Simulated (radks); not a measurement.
Values are calculated unless marked as measured or tabulated.
Question: Radial electron density D(r) = 4 pi r^2 rho(r) of an atom or ion with 67 electrons. Level of theory: scalar-relativistic Kohn-Sham, PBEsol, spin-polarised, spherical densities, finite nucleus; Fermi nuclear charge, rms radius of each element as measured or else 0.836 A^(1/3) + 0.57 fm (a radial shooting solver on a logarithmic mesh with Libxc functionals).

r (bohr),D(r) (e/bohr),spin D(r)
0.002154,17.20,0.000767
0.002919,26.26,0.00115
0.003988,39.00,0.00166
0.005404,54.49,0.00221
0.007324,71.19,0.00264
0.01001,85.49,0.00265
0.01356,91.60,0.00190
0.01838,88.02,0.000459
0.02511,81.39,-0.000638
0.03403,86.63,0.000541
0.04612,107.8,0.00391
0.063,122.5,0.00495
0.08539,107.4,0.00507
0.1157,92.71,0.0400
0.1581,107.1,0.200
0.2143,97.01,0.614
0.2904,56.68,1.42
0.3967,54.81,2.36
0.5376,56.89,2.61
0.7286,32.87,2.07
0.9875,17.07,1.26
1.349,10.50,0.483
1.828,4.708,0.183
2.478,1.426,0.313
3.385,0.5092,0.368
4.588,0.1985,0.187
6.218,0.03820,0.0375
8.495,0.002326,0.00230

What is the nuclear charge?

Answer: Z = 68. The innermost maximum, from 1s, lies near gamma/Z bohr with gamma = sqrt(1 - (Z/c)^2) = 0.868, here 0.0128 bohr (found: 0.0140), and its height grows with Z. The density is that of the erbium ion Er+ in [Xe] 4f12 6s1; the configuration itself is not fixed sharply by these data, and Z only to a few units. D(r) has 4 maxima, at r = 0.0140, 0.0630, 0.175, 0.477 bohr, and minima at 0.0268, 0.114, 0.338 bohr, inside which lie 1.92, 11.08, 29.61 electrons.
